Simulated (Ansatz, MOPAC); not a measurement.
System: AlOF, net charge 0, singlet state. SMILES: [O]=[Al][F]
Geometry: optimised at B3LYP-D3(BJ)/def2-TZVP (Ansatz, an electronic-structure program).

Wanted: vertical electron affinity to the doublet, in eV. Terms: six Cartesian d functions in 6-31G* and its kin unless marked 5d; each state is the SCF solution reached for its charge and spin; no spin-orbit coupling; open shells spin-unrestricted; valence correlation only; no dispersion term unless named; non-relativistic. CBS marks a two-point X^-3 extrapolation of the correlation energy; Hartree-Fock from the larger set. The bracket is a focal-point correction in the basis named. Ab initio and DFT rows: single points at B3LYP-D3(BJ) geometries (Ansatz). Semi-empirical rows: differences of heats of formation at the shared geometry for vertical values.

```csv
species,coefficient,"E at B3LYP/6-31G* (Ansatz), Eh","E at PBE0/def2-TZVPD (Ansatz), Eh","heat of formation at PM6 (MOPAC), kcal/mol"
"charge -1, doublet",-1,-417.56036,-417.38638,-115.38
"charge 0, singlet",+1,-417.53536,-417.34282,-122.11
```

Coupled cluster (Ansatz) is a level with limits of its own, used here on species with T1 under 0.025 (0.045 for open shells) and stable references: RI-MP2/CBS(aug-cc-pV(T+d)Z,aug-cc-pV(Q+d)Z)+[CCSD(T)-MP2]/aug-cc-pV(T+d)Z. Value to compare with, RI-MP2/CBS(aug-cc-pV(T+d)Z,aug-cc-pV(Q+d)Z)+[CCSD(T)-MP2]/aug-cc-pV(T+d)Z (Ansatz): 1.05 eV. 1 Eh = 27.2114 eV and 1 eV = 23.0605 kcal/mol.

### Question
Compute it at each level from the table, and compare with RI-MP2/CBS(aug-cc-pV(T+d)Z,aug-cc-pV(Q+d)Z)+[CCSD(T)-MP2]/aug-cc-pV(T+d)Z (Ansatz).

### Answer

- B3LYP/6-31G*: the sum of coefficient times E is 0.02500 Eh, or 0.680 eV. Result: 0.68 eV. Its difference against RI-MP2/CBS(aug-cc-pV(T+d)Z,aug-cc-pV(Q+d)Z)+[CCSD(T)-MP2]/aug-cc-pV(T+d)Z (Ansatz) is -0.37 eV.
- PBE0/def2-TZVPD: the sum of coefficient times E is 0.04356 Eh, or 1.185 eV. Result: 1.19 eV. Its difference against RI-MP2/CBS(aug-cc-pV(T+d)Z,aug-cc-pV(Q+d)Z)+[CCSD(T)-MP2]/aug-cc-pV(T+d)Z (Ansatz) is 0.14 eV.
- PM6: the sum of coefficient times heat of formation is -6.73 kcal/mol, or -0.29 eV. Its difference against RI-MP2/CBS(aug-cc-pV(T+d)Z,aug-cc-pV(Q+d)Z)+[CCSD(T)-MP2]/aug-cc-pV(T+d)Z (Ansatz) is -1.34 eV.
